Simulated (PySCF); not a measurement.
## Energy of Ru²⁺ (ruthenium, charge +2) between two integer charges

The 4d beta orbital of [Kr] 4d6 is emptied in steps (occupation f), with all orbitals relaxed, ending at [Kr] 4d5. All numbers are calculated (PySCF 2.14, a scalar-relativistic core potential, in aug-cc-pVTZ-PP with ECP28MDF (6s6p5d3f2g, 88 functions)). The exact energy is a straight line in f; departures are measured from the line between the end points of the same method.

```tsv
f	TPSS (eV)
1	0.000
0.8	-0.917
0.6	-1.379
0.4	-1.382
0.2	-0.922
0	0.000
```

```tsv
method	E(f=0) − E(f=1) (eV)	−ε at f=1 (eV)	−ε at f=0.4 (eV)
TPSS	28.349	22.634	29.490
```

Orbital energy along the path (eV):

| f | TPSS |
| --- | --- |
| 1 | -22.634 |
| 0.8 | -24.898 |
| 0.6 | -27.186 |
| 0.4 | -29.490 |
| 0.2 | -31.803 |
| 0 | -34.110 |

Reference removal energy between the ground levels: 28.47 eV (semi-empirical (NIST evaluation); NIST Atomic Spectra Database, ionization energies). The calculation has no spin-orbit coupling. The determinant left behind need not be the lowest term of the ion.
